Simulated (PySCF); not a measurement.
# `InChI=1S/C7H13B/c1-6-4-5-7(6)8(2)3/h7H,1,4-5H2,2-3H3/t7-/m1/s1`

Molfile (atoms numbered from 1):
```
C7H13B
     RDKit          3D

 21 21  0  0  0  0  0  0  0  0999 V2000
   -1.8466    1.5136    0.5388 C   0  0  0  0  0  0  0  0  0  0  0  0
   -1.4286    0.3100    0.2070 C   0  0  0  0  0  0  0  0  0  0  0  0
   -2.0046   -0.7716   -0.6625 C   0  0  0  0  0  0  0  0  0  0  0  0
   -0.8373   -1.6861   -0.2555 C   0  0  0  0  0  0  0  0  0  0  0  0
   -0.2196   -0.5317    0.5705 C   0  0  1  0  0  0  0  0  0  0  0  0
    1.1810    0.0915    0.1738 B   0  0  0  0  0  0  0  0  0  0  0  0
    1.6433    1.4279    0.8710 C   0  0  0  0  0  0  0  0  0  0  0  0
    2.0745   -0.5718   -0.9434 C   0  0  0  0  0  0  0  0  0  0  0  0
   -1.2889    2.1505    1.2035 H   0  0  0  0  0  0  0  0  0  0  0  0
   -2.7733    1.9102    0.1570 H   0  0  0  0  0  0  0  0  0  0  0  0
   -2.0337   -0.5187   -1.7227 H   0  0  0  0  0  0  0  0  0  0  0  0
   -2.9955   -1.1141   -0.3643 H   0  0  0  0  0  0  0  0  0  0  0  0
   -0.2285   -2.0339   -1.0861 H   0  0  0  0  0  0  0  0  0  0  0  0
   -1.1399   -2.5441    0.3418 H   0  0  0  0  0  0  0  0  0  0  0  0
   -0.2165   -0.7470    1.6440 H   0  0  0  0  0  0  0  0  0  0  0  0
    1.3223    2.2639    0.2480 H   0  0  0  0  0  0  0  0  0  0  0  0
    2.7240    1.5143    0.9610 H   0  0  0  0  0  0  0  0  0  0  0  0
    1.2083    1.5887    1.8542 H   0  0  0  0  0  0  0  0  0  0  0  0
    1.6068   -0.4271   -1.9179 H   0  0  0  0  0  0  0  0  0  0  0  0
    3.0782   -0.1586   -1.0060 H   0  0  0  0  0  0  0  0  0  0  0  0
    2.1659   -1.6489   -0.8125 H   0  0  0  0  0  0  0  0  0  0  0  0
  1  2  2  0
  2  3  1  0
  3  4  1  0
  4  5  1  0
  5  6  1  0
  6  7  1  0
  6  8  1  0
  5  2  1  0
  1  9  1  0
  1 10  1  0
  3 11  1  0
  3 12  1  0
  4 13  1  0
  4 14  1  0
  5 15  1  1
  7 16  1  0
  7 17  1  0
  7 18  1  0
  8 19  1  0
  8 20  1  0
  8 21  1  0
M  END
```

The calculation used GIAO PBE/pcSseg-1 magnetisability, rotational g tensor and spin-rotation constants, non-relativistic, gas phase in PySCF. Geometry: GFN2-xTB.

Problem. How diamagnetic is it, and how anisotropic?

Solution. Isotropic -1272 × 10⁻³⁰ J/T², or -76.6 × 10⁻⁶ cm³/mol; principal values -1421, -1229, -1167 × 10⁻³⁰ J/T², anisotropy 230 × 10⁻³⁰ J/T² (root of half the summed squared differences of the principal values). The susceptibility is in cgs units.

Problem. Split it along the inertial axes a, b, c into diamagnetic and paramagnetic parts about the centre of mass, with the quadrupole moment.

Solution. 
| axis | χ (10⁻⁶ cm³/mol) | diamagnetic (10⁻⁶ cm³/mol) | paramagnetic (10⁻⁶ cm³/mol) | summed x² of all electrons (Å²) | quadrupole Θ (D Å) |
| --- | --- | --- | --- | --- | --- |
| a | -73.2 | -594.0 | 520.8 | 172.7 | -0.19 |
| b | -74.9 | -861.1 | 786.2 | 109.7 | -0.94 |
| c | -81.8 | -1198.0 | 1116.3 | 30.3 | +1.13 |

Anisotropies 2χaa − χbb − χcc = +10.2 and 2χbb − χaa − χcc = +5.2 × 10⁻⁶ cm³/mol. Θ is traceless in Buckingham's convention.

Problem. And the rotational g tensor?

Solution. 
| axis | rotational constant (GHz) | g | nuclear part | electronic part |
| --- | --- | --- | --- | --- |
| a | 2.7181 | -0.0231 | 0.6419 | -0.6650 |
| b | 1.6819 | -0.0126 | 0.6086 | -0.6212 |
| c | 1.1705 | -0.0057 | 0.6081 | -0.6138 |

Asymmetric top; isotopes 11B, 12C, 1H; no vibrational averaging.
